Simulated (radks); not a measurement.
All-electron atom: Cs- in [Xe] 6s2. Method: scalar-relativistic Kohn-Sham, LDA (Slater exchange, Perdew-Wang correlation), spin-unpolarised, spherical densities, point nucleus; hard spherical wall at 7 bohr; computed with a radial shooting solver on a logarithmic mesh with Libxc functionals.

Normalised radial functions P(r) = r R(r), r in bohr:

| r | 5p |
|---|---|
| 0.002464 | 0.0024 |
| 0.003286 | 0.0040 |
| 0.004348 | 0.0065 |
| 0.005799 | 0.0106 |
| 0.007673 | 0.0170 |
| 0.01023 | 0.0273 |
| 0.01354 | 0.0422 |
| 0.01806 | 0.0643 |
| 0.02389 | 0.0928 |
| 0.03187 | 0.1274 |
| 0.04217 | 0.1591 |
| 0.05624 | 0.1742 |
| 0.07442 | 0.1498 |
| 0.09925 | 0.0639 |
| 0.1313 | -0.0740 |
| 0.1752 | -0.2147 |
| 0.2318 | -0.2489 |
| 0.3091 | -0.0963 |
| 0.409 | 0.1830 |
| 0.5455 | 0.3841 |
| 0.7217 | 0.2787 |
| 0.9626 | -0.1285 |
| 1.274 | -0.5631 |
| 1.699 | -0.7773 |
| 2.248 | -0.6931 |
| 2.998 | -0.4454 |
| 3.967 | -0.2186 |
| 5.29 | -0.0741 |
| 7 | 0.0000 |

5p: eigenvalue -6.043 eV, 3 radial nodes at r = 0.114, 0.343, 0.890 bohr, <r> = 2.13 bohr, 90 % of the charge inside 3.19 bohr.
